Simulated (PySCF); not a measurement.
Geometry (Å), atoms numbered from 1 in this order:
```xyz
12

C    -1.798    0.062   -0.822
C    -0.762   -0.018   -0.034
C    -0.144   -0.183    1.268
C     0.733    0.019    0.014
C     1.386    1.275   -0.158
N     1.896    2.290   -0.290
C     1.457   -1.102   -0.492
N     2.024   -2.010   -0.893
H    -1.695    0.215   -1.884
H    -2.799   -0.022   -0.434
H    -0.122   -1.164    1.723
H    -0.175    0.636    1.975
```

No solvent model, no relativistic terms, fast rotation and ring inversion assumed for equivalent nuclei, a single conformation. NMR shieldings at PBE0/pcSseg-1/GIAO; GFN2-xTB structure; PySCF.

Question: Predict the 2D correlation tables (HSQC, COSY, HMBC).

Answer: 

HSQC (one-bond C–H):
```csv
δH,δC
6.51 (H9),117.2 (C1)
6.25 (H10),117.2 (C1)
2.15 (H11/H12),23.5 (C3)
```

COSY cross peaks (H two or three bonds apart, from the bond graph; peaks can be absent where the dihedral angle is near 90°):
```csv
δH,δH
6.51 (H9),6.25 (H10)
```

HMBC (two and three bonds, from the bond graph):
```csv
δH,δC
6.51 (H9),"135.6 (C2), 23.5 (C3), 0.7 (C4)"
6.25 (H10),"135.6 (C2), 23.5 (C3), 0.7 (C4)"
2.15 (H11/H12),"135.6 (C2), 119.9 (C5/C7), 117.2 (C1), 0.7 (C4)"
```

Referencing at the same level of theory: ¹H (σref 31.72), ¹³C (σref 186.93) against TMS.

Shifts are as computed. Against solution values, carbons near 30 ppm lie about +3 ppm off and those near 130 ppm about +5 ppm. Of 1211 compounds with measured shifts, 218 miss one by over three times the rms of a fit or turn the order of signals round; such compounds aren't used in these exercises.
